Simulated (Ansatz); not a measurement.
Frontier orbitals of BrH$_{6}$NSi$_{3}$ (`[SiH3]N([SiH3])[Si]Br`).

Z-matrix (Å, degrees):
```
Si
N 1 1.757
H 1 1.486 2 107.1
H 1 1.484 2 110.4 3 119.6
H 1 1.484 2 110.4 3 -119.6
Si 2 1.763 1 116.3 3 180.0
Si 2 1.722 1 116.6 3 -0.0
H 6 1.490 2 105.2 1 0.1
H 6 1.480 2 111.3 1 117.8
H 6 1.480 2 111.3 1 -117.7
Br 7 2.289 2 100.7 1 180.0
```

The species carries charge 0 and has multiplicity 1. Correlated methods include outer-core shells of Br, which these sets cover unevenly. Scalar relativity is left out up to krypton. The structure was optimised at the PBE0-D4/def2-TZVP level. It is one conformer, not always the lowest. Basis def2-TZVPP, Ansatz 0.2.0.

Compute the vertical ionisation energy as the energy of the cation minus that of the neutral molecule, at each level. (Estimate.)

Computed: 
```csv
level,IE (eV),difference from CCSD(T)/def2-TZVPP
PBE-D4/def2-TZVPP,8.87,-0.25
r2SCAN-D4/def2-TZVPP,8.90,-0.22
PBE0-D4/def2-TZVPP,9.03,-0.09
B3LYP-D4/def2-TZVPP,9.10,-0.02
ωB97X-V/def2-TZVPP,9.17,0.05
ωB97M-V/def2-TZVPP,9.21,0.09
B2PLYP/def2-TZVPP,9.02,-0.10
HF/def2-TZVPP,8.30,-0.82
MP2/def2-TZVPP,9.08,-0.04
CCSD/def2-TZVPP,9.12,0.01
CCSD(T)/def2-TZVPP,9.12,0.00
HF/def2-QZVPP,8.29,-0.83
MP2/def2-QZVPP,9.16,0.04
```

B3LYP here is the variant with VWN-RPA as its local correlation; programs differ in this.
